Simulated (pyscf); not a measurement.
H₃C–CH₂–SiH₂• (SMILES CC[SiH2]), doublet

Gas-phase minimum from PySCF at ωB97X-D3(BJ)/def2-SVP, one conformer. H₃C–CH₂–SiH₂• lies 11.7 kcal/mol over its isomer H₃C–SiH•–CH₃, and others may lie lower still (electronic energy, ωB97M-D3(BJ)). 

```
C
H 1 1.1034
H 1 1.1034 2 106.10
C 1 1.5363 2 110.46 3 -119.73
H 4 1.1021 1 111.40 2 -61.52
H 4 1.1021 5 107.39 1 122.24
H 4 1.1027 5 107.55 6 115.49
Si 1 1.8917 2 108.38 3 116.16
H 8 1.4983 1 111.10 2 -176.21
H 8 1.4983 9 109.04 1 122.78
```
Charge 0, spin multiplicity 2.

Properties at ωB97X-D3(BJ)/def2-SVP:

```json
{
  "harmonic_wavenumbers_unscaled": "145, 223, 241, 520, 656, 706, 770, 936, 982, 998, 1054, 1259, 1266, 1406, 1443, 1483, 1486, 2206, 2220, 3057, 3079, 3131, 3146, 3155 cm⁻¹",
  "zero_point_energy": "50.8 kcal/mol",
  "rotational_symmetry_number": "1",
  "Entropy of this conformer at 298 K and 1 atm, rigid rotor and harmonic oscillator, modes under 100 cm⁻¹ raised to 100": "300.7 J/(mol K)",
  "dipole_moment": "0.89 D",
  "Spin expectation value S2": "0.751"
}
```

Single-point totals, which compare only within one level (frozen core for MP2 and CC):

| level | total energy (hartree) |
|---|---|
| ωB97X-D3(BJ)/def2-TZVP | -369.97551 |
| PBE/def2-TZVP | -369.62866 |
| r²SCAN/def2-TZVP | -369.82116 |
| B3LYP-D3(BJ)/def2-TZVP | -369.94172 |
| PBE0-D3(BJ)/def2-TZVP | -369.68197 |
| M06-2X/def2-TZVP | -369.83041 |
| ωB97M-D3(BJ)/def2-TZVP | -369.95661 |
| UHF/def2-TZVPP | -368.74227 |
| MP2/def2-TZVPP | -369.20787 |
| CCSD/def2-TZVPP | -369.25389 |
| CCSD(T)/def2-TZVPP | -369.27272 |

Soft torsions are taken as harmonic, which can shift the entropy by several J/(mol K). The CCSD(T) − MP2 part came from Ansatz, without density fitting, on the same reference.
